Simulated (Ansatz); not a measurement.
A structure relaxed at PBE0-D4/def2-SVP in Ansatz, charge 1, doublet:

```
atom   x (Å)   y (Å)   z (Å)
 Ti1   1.258   0.713   1.357
 Si2  -2.410  -0.660  -0.295
 Si3  -0.268  -0.466  -1.304
 Si4   1.109   1.458  -1.042
 Si5  -0.445  -1.072   1.108
 Si6  -0.981   1.204   0.411
 Si7   1.736  -1.178  -0.235
```

(1) Give its formula and point group.

(2) Summarise the bond lengths by kind (pairs closer than 1.2 times the sum of covalent radii, bridged metal pairs left out).

## Answers

(1) TiSi₆⁺ (the lowest doublet isomer of a short search). Point group Cs (tolerance 0.1 Å).

(2) 10 × Si–Si 2.38 to 2.56 Å; 4 × Si–Ti 2.48 to 2.52 Å. The metal has 5 neighbours: Si 3.29 Å, Si 2.52 Å, Si 2.48 Å, Si 2.48 Å, Si 2.52 Å.

The charge 1 doublet is spin-contaminated (final ⟨S²⟩ up to 0.94, 0.75 for a pure state). The relaxation made no stability test and no search for a lower SCF solution. The structure comes from a short search, and lower isomers may exist.
